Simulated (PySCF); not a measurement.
H6GeOSeSi (SMILES [SiH3]O[Se][GeH3]), singlet, at a GFN2-xTB geometry; CASSCF(8,7)/STO-3G (PySCF).

Input for PySCF:
```python
from pyscf import gto, scf, mcscf
import numpy

mol = gto.M(
    atom='''
Se    0.040881   -0.370794    1.087188
Ge   -0.693248    1.439416   -0.162964
H    -1.394130    2.361927    0.791125
H     0.427518    2.194523   -0.819283
H    -1.680840    1.064232   -1.238066
O     1.129205   -1.183857   -0.145291
Si    0.854373   -1.718524   -1.657259
H    -0.228485   -2.703999   -1.684030
H     2.184586   -2.253518   -1.910005
H     0.490465   -0.587278   -2.525322
''',
    basis='sto-3g',
    charge=0,
    spin=0,
    verbose=4,
)

mf = scf.RHF(mol)
mf.kernel()
mc = mcscf.CASSCF(mf, 7, 8)
mc.fix_spin_(ss=0.0)
mc.kernel()
occ = numpy.linalg.eigvalsh(mc.fcisolver.make_rdm1(mc.ci, mc.ncas, mc.nelecas))[::-1]
ss = mc.fcisolver.spin_square(mc.ci, mc.ncas, mc.nelecas)[0]
print('natural occupations', occ.round(4), ' <S^2>', round(ss, 4))
```

What the program printed (banner, timings and long lists left out):

```
PySCF version 2.14.0

[INPUT] verbose = 4
[INPUT] num. atoms = 10
[INPUT] num. electrons = 94
[INPUT] charge = 0
[INPUT] spin (= nelec alpha-beta = 2S) = 0
[INPUT] symmetry False subgroup None
[INPUT] Mole.unit = angstrom
[INPUT] Symbol           X                Y                Z      unit          X                Y                Z       unit  Magmom
[...]
nuclear repulsion = 655.683355154655
number of shells = 30
number of NR pGTOs = 168
number of NR cGTOs = 56
basis = sto-3g
ecp = {}

******** <class 'pyscf.scf.hf.RHF'> ********
method = RHF
initial guess = minao
damping factor = 0
level_shift factor = 0
DIIS = <class 'pyscf.scf.diis.CDIIS'>
diis_start_cycle = 1
diis_space = 8
diis_damp = 0
SCF conv_tol = 1e-09
SCF conv_tol_grad = None
SCF max_cycles = 50
direct_scf = True
direct_scf_tol = 1e-13
Set gradient conv threshold to 3.16228e-05
Initial guess from minao.
init E= -4781.94070550915
[...]
cycle= 1 E= -4788.14266401652  delta_E= -6.2  |g|= 0.547  |ddm|= 3.69
[...]
cycle= 2 E= -4788.26564974356  delta_E= -0.123  |g|= 0.118  |ddm|= 1.06
[...]
cycle= 3 E= -4788.27111976892  delta_E= -0.00547  |g|= 0.0344  |ddm|= 0.231
[...]
cycle= 4 E= -4788.27166129417  delta_E= -0.000542  |g|= 0.00711  |ddm|= 0.0609
[...]
cycle= 5 E= -4788.27170081533  delta_E= -3.95e-05  |g|= 0.00124  |ddm|= 0.0221
[...]
cycle= 6 E= -4788.27170217986  delta_E= -1.36e-06  |g|= 0.000294  |ddm|= 0.00406
[...]
cycle= 7 E= -4788.27170227453  delta_E= -9.47e-08  |g|= 9.7e-05  |ddm|= 0.00105
[...]
cycle= 8 E= -4788.27170228779  delta_E= -1.33e-08  |g|= 2.81e-05  |ddm|= 0.000458
[...]
cycle= 9 E= -4788.27170228913  delta_E= -1.34e-09  |g|= 8.4e-06  |ddm|= 0.000156
[...]
cycle= 10 E= -4788.27170228925  delta_E= -1.24e-10  |g|= 1.13e-06  |ddm|= 5.63e-05
[...]
Extra cycle  E= -4788.27170228925  delta_E= 5.46e-12  |g|= 5.34e-07  |ddm|= 3.19e-06
converged SCF energy = -4788.27170228925

******** <class 'pyscf.mcscf.mc1step.CASSCF'> ********
CAS (4e+4e, 7o), ncore = 43, nvir = 6
max_cycle_macro = 50
max_cycle_micro = 4
conv_tol = 1e-07
conv_tol_grad = None
orbital rotation max_stepsize = 0.02
orbital rotation threshold for CI restart = 0.01
augmented hessian ah_max_cycle = 30
augmented hessian ah_conv_tol = 1e-12
augmented hessian ah_linear dependence = 1e-14
augmented hessian ah_level shift = 1e-08
augmented hessian ah_start_tol = 2.5
augmented hessian ah_start_cycle = 3
augmented hessian ah_grad_trust_region = 3
kf_trust_region = 3
kf_interval = 4
ci_response_space = 4
ci_grad_trust_region = 3
with_dep4 0
natorb = False
canonicalization = True
sorting_mo_energy = False
ao2mo_level = 2
internal_rotation = False
******** <class 'pyscf.fci.addons.SpinPenaltyFCISolver'> ********
max. cycles = 50
conv_tol = 1e-08
davidson only = True
linear dependence = 1e-12
level shift = 0.001
max iter space = 12
nroots = 1
pspace_size = 400
spin = None
CASCI E = -4788.28519860506  S^2 = 0.0000000
Set conv_tol_grad to 0.000316228
macro iter   1 ( 21 JK    4 micro), CASSCF E = -4788.30166852468  dE = -1.64699196e-02  S^2 = 0.0000000
               |grad[o]|=0.0205  |grad[c]|=0.0602  |ddm|=0.0348  |maxRot[o]|=0.264
macro iter   2 ( 21 JK    4 micro), CASSCF E = -4788.30830241327  dE = -6.63388859e-03  S^2 = 0.0000000
               |grad[o]|=0.0191  |grad[c]|=0.0668  |ddm|=0.0187  |maxRot[o]|=0.236
macro iter   3 ( 21 JK    4 micro), CASSCF E = -4788.31018121387  dE = -1.87880060e-03  S^2 = 0.0000000
               |grad[o]|=0.0115  |grad[c]|=0.0232  |ddm|=0.00929  |maxRot[o]|=0.211
macro iter   4 ( 21 JK    4 micro), CASSCF E = -4788.31240970303  dE = -2.22848916e-03  S^2 = 0.0000000
               |grad[o]|=0.00684  |grad[c]|=0.0176  |ddm|=0.0167  |maxRot[o]|=0.239
macro iter   5 ( 21 JK    4 micro), CASSCF E = -4788.32002931279  dE = -7.61960976e-03  S^2 = 0.0000000
               |grad[o]|=0.009  |grad[c]|=0.0241  |ddm|=0.0128  |maxRot[o]|=0.251
macro iter   6 ( 21 JK    4 micro), CASSCF E = -4788.33037072363  dE = -1.03414108e-02  S^2 = 0.0000000
               |grad[o]|=0.0145  |grad[c]|=0.0187  |ddm|=0.0173  |maxRot[o]|=0.309
macro iter   7 ( 21 JK    4 micro), CASSCF E = -4788.33201712506  dE = -1.64640143e-03  S^2 = 0.0000000
               |grad[o]|=0.0107  |grad[c]|=0.0149  |ddm|=0.00798  |maxRot[o]|=0.0866
macro iter   8 ( 21 JK    4 micro), CASSCF E = -4788.33249122410  dE = -4.74099040e-04  S^2 = 0.0000000
               |grad[o]|=0.0056  |grad[c]|=0.0156  |ddm|=0.00516  |maxRot[o]|=0.0529
macro iter   9 ( 21 JK    4 micro), CASSCF E = -4788.33266969400  dE = -1.78469899e-04  S^2 = 0.0000000
               |grad[o]|=0.00357  |grad[c]|=0.0131  |ddm|=0.00387  |maxRot[o]|=0.0343
macro iter  10 ( 21 JK    4 micro), CASSCF E = -4788.33273587592  dE = -6.61819176e-05  S^2 = 0.0000000
               |grad[o]|=0.0027  |grad[c]|=0.0114  |ddm|=0.00321  |maxRot[o]|=0.0191
macro iter  11 ( 21 JK    4 micro), CASSCF E = -4788.33275244027  dE = -1.65643478e-05  S^2 = 0.0000000
               |grad[o]|=0.0024  |grad[c]|=0.0113  |ddm|=0.00304  |maxRot[o]|=0.0163
macro iter  12 ( 21 JK    4 micro), CASSCF E = -4788.33277604613  dE = -2.36058659e-05  S^2 = 0.0000000
               |grad[o]|=0.00235  |grad[c]|=0.0103  |ddm|=0.00269  |maxRot[o]|=0.00915
macro iter  13 ( 21 JK    4 micro), CASSCF E = -4788.33274679628  dE =  2.92498589e-05  S^2 = 0.0000000
               |grad[o]|=0.00223  |grad[c]|=0.0108  |ddm|=0.00278  |maxRot[o]|=0.0197
macro iter  14 ( 20 JK    4 micro), CASSCF E = -4788.33298352874  dE = -2.36732463e-04  S^2 = 0.0000000
               |grad[o]|=0.00236  |grad[c]|=0.00382  |ddm|=0.00221  |maxRot[o]|=0.0478
macro iter  15 ( 21 JK    4 micro), CASSCF E = -4788.33310872657  dE = -1.25197830e-04  S^2 = 0.0000000
               |grad[o]|=0.00175  |grad[c]|=0.00775  |ddm|=0.00266  |maxRot[o]|=0.0732
macro iter  16 ( 20 JK    4 micro), CASSCF E = -4788.33313896878  dE = -3.02422113e-05  S^2 = 0.0000000
               |grad[o]|=0.00179  |grad[c]|=0.00337  |ddm|=0.0014  |maxRot[o]|= 0.05
[...]
macro iter  22 ( 13 JK    4 micro), CASSCF E = -4788.33312352353  dE =  1.25331674e-04  S^2 = 0.0000000
               |grad[o]|=0.000462  |grad[c]|=0.0126  |ddm|=0.00482  |maxRot[o]|=0.0604
macro iter  23 ( 21 JK    4 micro), CASSCF E = -4788.33316944208  dE = -4.59185449e-05  S^2 = 0.0000000
               |grad[o]|=0.00135  |grad[c]|=0.00242  |ddm|=0.00154  |maxRot[o]|=0.0253
macro iter  24 (  7 JK    2 micro), CASSCF E = -4788.33322387608  dE = -5.44340091e-05  S^2 = 0.0000000
               |grad[o]|=0.00075  |grad[c]|=0.00192  |ddm|=0.00232  |maxRot[o]|=0.0328
macro iter  25 (  5 JK    2 micro), CASSCF E = -4788.33324747201  dE = -2.35959287e-05  S^2 = 0.0000000
               |grad[o]|=0.000605  |grad[c]|=0.00108  |ddm|=0.00196  |maxRot[o]|=0.0205
macro iter  26 ( 13 JK    4 micro), CASSCF E = -4788.33306794533  dE =  1.79526688e-04  S^2 = 0.0000000
               |grad[o]|=0.000639  |grad[c]|=0.0198  |ddm|=0.00711  |maxRot[o]|=0.0799
macro iter  27 ( 16 JK    4 micro), CASSCF E = -4788.33316450401  dE = -9.65586814e-05  S^2 = 0.0000000
               |grad[o]|=0.00172  |grad[c]|=0.00321  |ddm|=0.00167  |maxRot[o]|=0.0306
macro iter  28 (  7 JK    2 micro), CASSCF E = -4788.33322274597  dE = -5.82419616e-05  S^2 = 0.0000000
               |grad[o]|=0.000745  |grad[c]|=0.00221  |ddm|=0.00272  |maxRot[o]|=0.0349
macro iter  29 ( 15 JK    4 micro), CASSCF E = -4788.33302386449  dE =  1.98881476e-04  S^2 = 0.0000000
               |grad[o]|=0.000776  |grad[c]|=0.0169  |ddm|=0.00596  |maxRot[o]|=0.0773
macro iter  30 ( 21 JK    4 micro), CASSCF E = -4788.33312532099  dE = -1.01456498e-04  S^2 = 0.0000000
               |grad[o]|=0.00166  |grad[c]|=0.0014  |ddm|=0.000958  |maxRot[o]|=0.0339
macro iter  31 (  7 JK    2 micro), CASSCF E = -4788.33319576625  dE = -7.04452614e-05  S^2 = 0.0000000
               |grad[o]|=0.000889  |grad[c]|=0.00212  |ddm|=0.00241  |maxRot[o]|=0.0322
macro iter  32 (  6 JK    2 micro), CASSCF E = -4788.33324427858  dE = -4.85123282e-05  S^2 = 0.0000000
               |grad[o]|=0.000773  |grad[c]|=0.00265  |ddm|=0.00353  |maxRot[o]|=0.0339
macro iter  33 (  9 JK    3 micro), CASSCF E = -4788.33319779307  dE =  4.64855057e-05  S^2 = 0.0000000
               |grad[o]|=0.000868  |grad[c]|=0.00269  |ddm|=0.00187  |maxRot[o]|=0.0414
macro iter  34 ( 21 JK    4 micro), CASSCF E = -4788.33319807926  dE = -2.86187969e-07  S^2 = 0.0000000
               |grad[o]|=0.000864  |grad[c]|=0.00171  |ddm|=0.000592  |maxRot[o]|=0.0141
macro iter  35 (  7 JK    2 micro), CASSCF E = -4788.33324890854  dE = -5.08292733e-05  S^2 = 0.0000000
               |grad[o]|=0.000656  |grad[c]|=0.00278  |ddm|=0.00329  |maxRot[o]|=0.0348
macro iter  36 ( 12 JK    4 micro), CASSCF E = -4788.33317919741  dE =  6.97111282e-05  S^2 = 0.0000000
               |grad[o]|=0.000619  |grad[c]|=0.00604  |ddm|=0.00257  |maxRot[o]|=0.0388
macro iter  37 ( 21 JK    4 micro), CASSCF E = -4788.33321095141  dE = -3.17539989e-05  S^2 = 0.0000000
               |grad[o]|=0.000989  |grad[c]|=0.00218  |ddm|=0.00164  |maxRot[o]|=0.0233
macro iter  38 (  7 JK    2 micro), CASSCF E = -4788.33324931957  dE = -3.83681627e-05  S^2 = 0.0000000
               |grad[o]|=0.000564  |grad[c]|=0.00189  |ddm|=0.00248  |maxRot[o]|=0.0322
macro iter  39 (  5 JK    2 micro), CASSCF E = -4788.33326444224  dE = -1.51226741e-05  S^2 = 0.0000000
               |grad[o]|=0.000546  |grad[c]|=0.00113  |ddm|=0.00228  |maxRot[o]|=0.0199
macro iter  40 ( 13 JK    4 micro), CASSCF E = -4788.33314591606  dE =  1.18526184e-04  S^2 = 0.0000000
               |grad[o]|=0.000557  |grad[c]|=0.017  |ddm|=0.00628  |maxRot[o]|=0.0705
macro iter  41 ( 21 JK    4 micro), CASSCF E = -4788.33317200764  dE = -2.60915840e-05  S^2 = 0.0000000
               |grad[o]|=0.00153  |grad[c]|=0.00199  |ddm|=0.00104  |maxRot[o]|=0.0126
macro iter  42 (  7 JK    2 micro), CASSCF E = -4788.33322872811  dE = -5.67204643e-05  S^2 = 0.0000000
               |grad[o]|=0.000818  |grad[c]|=0.00221  |ddm|=0.00249  |maxRot[o]|=0.0348
macro iter  43 (  5 JK    2 micro), CASSCF E = -4788.33325171266  dE = -2.29845509e-05  S^2 = 0.0000000
               |grad[o]|=0.00054  |grad[c]|=0.00122  |ddm|=0.00209  |maxRot[o]|=0.0211
macro iter  44 ( 13 JK    4 micro), CASSCF E = -4788.33308995625  dE =  1.61756412e-04  S^2 = 0.0000000
               |grad[o]|=0.000597  |grad[c]|=0.0187  |ddm|=0.00684  |maxRot[o]|=0.0756
macro iter  45 ( 21 JK    4 micro), CASSCF E = -4788.33312880034  dE = -3.88440922e-05  S^2 = 0.0000000
               |grad[o]|=0.00163  |grad[c]|=0.00216  |ddm|=0.00109  |maxRot[o]|=0.0185
macro iter  46 (  7 JK    2 micro), CASSCF E = -4788.33319939180  dE = -7.05914608e-05  S^2 = 0.0000000
               |grad[o]|=0.000926  |grad[c]|=0.00213  |ddm|=0.00233  |maxRot[o]|=0.0351
macro iter  47 (  6 JK    2 micro), CASSCF E = -4788.33324552818  dE = -4.61363825e-05  S^2 = 0.0000000
               |grad[o]|=0.00066  |grad[c]|=0.0025  |ddm|=0.00329  |maxRot[o]|=0.0354
macro iter  48 ( 13 JK    4 micro), CASSCF E = -4788.33306476802  dE =  1.80760161e-04  S^2 = 0.0000000
               |grad[o]|=0.00079  |grad[c]|=0.0195  |ddm|=0.00705  |maxRot[o]|=0.0787
macro iter  49 ( 16 JK    4 micro), CASSCF E = -4788.33315800679  dE = -9.32387675e-05  S^2 = 0.0000000
               |grad[o]|=0.0017  |grad[c]|=0.00304  |ddm|=0.00159  |maxRot[o]|=0.0302
macro iter  50 (  7 JK    2 micro), CASSCF E = -4788.33321968064  dE = -6.16738462e-05  S^2 = 0.0000000
               |grad[o]|=0.000764  |grad[c]|=0.00228  |ddm|=0.00274  |maxRot[o]|=0.0352
1-step CASSCF not converged,  50 macro (723 JK 166 micro) steps
CASSCF canonicalization
Density matrix diagonal elements [1.9905087  1.94748992 1.98243993 1.97551567 0.05077165 0.03045964
 0.02281449]
CASSCF energy = -4788.33321968064
CASCI E = -4788.33321968064  E(CI) = -15.4511387764214  S^2 = 0.0000000
natural occupations [1.9944 1.9823 1.9774 1.9451 0.0576 0.0229 0.0202]  <S^2> 0.0
```

The run did not converge; its last values are not results.
